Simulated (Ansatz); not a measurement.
Reaction (atomization): `N#[C][AlH][Cl]` → Al• + C• + Cl• + H• + N•

Computed with Ansatz on PBE0-D4/def2-TZVP structures; ΔE is electronic, products minus reactants. CCSD(T)/CBS is extrapolated from def2-TZVPP and def2-QZVPP, frozen cores. DFT in def2-TZVPP. B3LYP here is the variant with VWN-RPA as its local correlation; programs differ in this. HSE06 is defined as in plane-wave codes. Open shells (•) are unrestricted, without spin–orbit coupling. Spin–orbit coupling would lower the free atoms: a little for Al, C, Cl.

Question: What is ΔE at CCSD(T)/CBS? (An estimate is asked.)

Answer: Computed: +20.07 eV.

Question: What do these levels give: B3LYP-D4, HSE06, SCS-MP2/def2-QZVPP, CCSD/def2-QZVPP, CCSD(T)/cc-pV(Q+d)Z, HF/CBS(cc)? (Estimate.)

Answer: Ansatz gave: B3LYP-D4 19.92, HSE06 19.86, SCS-MP2/def2-QZVPP 20.47, CCSD/def2-QZVPP 19.25, CCSD(T)/cc-pV(Q+d)Z 19.78, HF/CBS(cc) 13.90 eV.

Question: What do rigid-rotor, harmonic-oscillator terms from PBE0-D4/def2-TZVP frequencies (298.15 K, 1 bar) make of the CCSD(T)/CBS value? (An estimate is asked.)

Answer: The calculation gave: ΔZPE = -0.45 eV, ΔH = +19.77 eV, ΔS = 448 J/(mol·K), ΔG = +18.39 eV. Open shells count their whole term as degenerate.

Largest T1 diagnostic among the species: 0.018.

From r2SCAN to r2SCAN0 (25 % exact exchange), in def2-TZVPP and without D4, ΔE moves by −0.61 eV: exact exchange takes away binding that semilocal exchange gives to molecules. In def2-TZVPP, CCSD(T) changes the Hartree–Fock value by +5.52 eV (the triples alone add +0.50 eV) and MP2 by +6.39 eV; breaking electron pairs costs correlation energy, which Hartree–Fock lacks.
